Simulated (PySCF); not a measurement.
# Electric field gradients and quadrupole coupling constants

H13NOSi6.
Structure used (GFN2-xTB), in Å, numbered top down from 1:
```
atom  x, y, z in Å
N1    -0.1612   -2.2729   -0.3151
Si2   -0.7975   -1.3321    0.9924
Si3   -2.6634   -0.2781    0.0644
Si4   -1.9502    1.8302   -0.6571
Si5    0.0308    2.3251    0.4888
Si6    0.7987    0.3235    1.4093
O7     2.1862   -0.0936    0.6370
Si8    3.1287   -0.6378   -0.5469
H9     0.8025   -2.5641   -0.2817
H10   -0.7161   -2.9979   -0.7401
H11   -1.1025   -2.1813    2.1726
H12   -3.3488   -1.0530   -0.9808
H13   -3.7157   -0.1308    1.0836
H14   -2.9702    2.8747   -0.4857
H15   -1.7334    1.8339   -2.1130
H16    0.9998    3.0423   -0.3546
H17   -0.2527    3.2977    1.5601
H18    1.3061    0.3970    2.7891
H19    4.2776    0.2612   -0.5952
H20    2.3616   -0.6229   -1.7925
H21    3.5107   -2.0043   -0.1804
```

Field gradients from the PBE0/pcSseg-1 density (PySCF, non-relativistic), principal values in atomic units, ordered |Vxx| ≤ |Vyy| ≤ |Vzz|:

```tsv
atom	Vxx	Vyy	Vzz
N1	0.3751	0.6048	-0.9799
O7	-0.5356	-0.6180	1.1537
```

Task: Find the asymmetry η = (Vxx − Vyy)/Vzz and the couplings χ = eQV/h (234.96 MHz × Q in barn × V in au), with Q(14N) = 0.02044 b, Q(17O) = −0.0256 b.

Result: 
| atom | environment | nucleus | η | χzz (MHz) | χxx (MHz) | χyy (MHz) |
| --- | --- | --- | --- | --- | --- | --- |
| N1 | silicon-bound nitrogen | 14N | 0.23 | -4.706 | 1.801 | 2.905 |
| O7 | siloxane oxygen | 17O | 0.07 | -6.94 | 3.22 | 3.72 |

Task: What is Vzz at O7 in SI units (1 au = 9.71736 × 10²¹ V/m²)?

Result: 1.1537 au = 11.210 × 10²¹ V/m².

Task: And the gradient at the other heavy atoms, for which no coupling is worked out here?

Result: 
| atom | environment | Vzz (au) | η |
| --- | --- | --- | --- |
| Si2 | SiH silicon | 0.220 | 0.48 |
| Si3 | SiH2 silicon | -0.098 | 0.93 |
| Si4 | SiH2 silicon | 0.121 | 0.25 |
| Si5 | SiH2 silicon | 0.086 | 0.93 |
| Si6 | oxygen-bound silicon | 0.581 | 0.38 |
| Si8 | oxygen-bound silicon | 0.537 | 0.10 |

Were the hydrogens deuterons (Q(2H) = 0.00286 b), χzz would run from 99 kHz (H11) to 289 kHz (H10 and H9).

One conformer (not necessarily the lowest) at the GFN2-xTB geometry, without solvent, vibrations or thermal averaging. GFN2-xTB bond lengths can be off by several hundredths of an ångström, more for odd bonds, and the gradients follow them. These gradients aren't converged with respect to the basis.
